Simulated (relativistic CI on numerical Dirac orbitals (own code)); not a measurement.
# Ho³⁺: N4,5 absorption edge

Computed with this model: Dirac-Coulomb-Breit CI, KLI orbitals optimised for each configuration, a model potential for QED, valence Slater integrals scaled by 0.8, multiplet model of core-to-valence dipole absorption; configurations [Xe] 4f10 → [Kr] 4d9 4f11 5s2 5p6; 10 K; Lorentzian 0.3 eV and Gaussian 0.2 eV FWHM. Energies are those of the free ion, without screening or charge transfer. The branching ratio is the share of the lower-energy edge in the whole absorption, uncertain by about 0.02 where the edges overlap. S is read from ⟨S²⟩ = S(S + 1).

Field parameters in Wybourne normalisation. The field is a parameter set, without covalency.

free ion: ground-state S = 1.94, centroid 169.75 eV. Peaks (eV, height): 159.1 (11), 160.0 (12), 162.2 (9), 167.0 (41), 167.5 (44), 168.6 (13), 169.8 (31), 170.8 (9), 171.4 (12), 174.3 (100), 175.2 (9), 175.5 (10).

C2v, B20 = 230, B22 = 240, B40 = -430, B42 = -580, B44 = -780, B60 = 250, B62 = -390, B64 = -550, B66 = 270 cm⁻¹: ground-state S = 1.94, centroid 169.75 eV. Peaks (eV, height): 159.1 (12), 160.0 (11), 162.3 (10), 167.1 (42), 167.5 (46), 168.7 (13), 169.8 (31), 170.8 (9), 171.4 (13), 174.3 (100), 175.2 (9), 175.5 (10).

Strongest unbroadened transitions for free ion:

```csv
Energy (eV),Relative strength
159.08,11.0
160.01,10.4
162.25,9.4
163.56,2.8
165.42,4.8
167.03,36.3
167.48,39.8
168.63,10.7
169.19,2.9
169.50,15.3
169.83,25.9
170.20,1.8
170.78,6.1
171.37,10.7
174.29,100.0
175.17,4.1
175.50,6.4
175.92,2.4
```
